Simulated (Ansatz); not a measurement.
`C=NC[SeH]` and `BCN=C` differ in one atom or group.

Ansatz, PBE0-D4/def2-TZVP geometries, multiplicity 1. Each molecule was computed in one conformer, which needn't be the lowest.

Scalar relativity is left out up to krypton. Spin–orbit coupling is left out; it splits and shifts lone-pair levels of the heavy atoms by tenths of an eV.

```csv
property,`C=NC[SeH]`
HOMO energy (B3LYP/def2-TZVPP) / eV,-6.46
zero-point energy (PBE0-D4/def2-TZVP) / kJ/mol,175.5
LUMO energy (PBE0/def2-TZVPP) / eV,-0.88
LUMO energy (B3LYP/def2-TZVPP) / eV,-1.14
HOMO–LUMO gap (PBE/def2-TZVPP) / eV,3.61
LUMO energy (PBE/def2-TZVPP) / eV,-1.95
```

Problem. What does the change do to each property? (Best estimate.)

Solution. The calculation gave: 
| property | `BCN=C` | shift |
| --- | --- | --- |
| HOMO energy (B3LYP/def2-TZVPP) / eV | -7.17 | -0.71 |
| zero-point energy (PBE0-D4/def2-TZVP) / kJ/mol | 204.9 | 29.4 |
| LUMO energy (PBE0/def2-TZVPP) / eV | -1.42 | -0.54 |
| LUMO energy (B3LYP/def2-TZVPP) / eV | -1.68 | -0.54 |
| HOMO–LUMO gap (PBE/def2-TZVPP) / eV | 3.44 | -0.17 |
| LUMO energy (PBE/def2-TZVPP) / eV | -2.49 | -0.54 |

With PBE0 the HOMO falls by 0.70 eV and the LUMO falls by 0.54 eV, so the gap widens by about 0.16 eV. PBE moves the HOMO by -0.37 eV and ωB97M-V by -0.88 eV. The zero-point energy changes by 29.4 kJ/mol with +3 modes.

B3LYP here is the variant with VWN-RPA as its local correlation; programs differ in this.
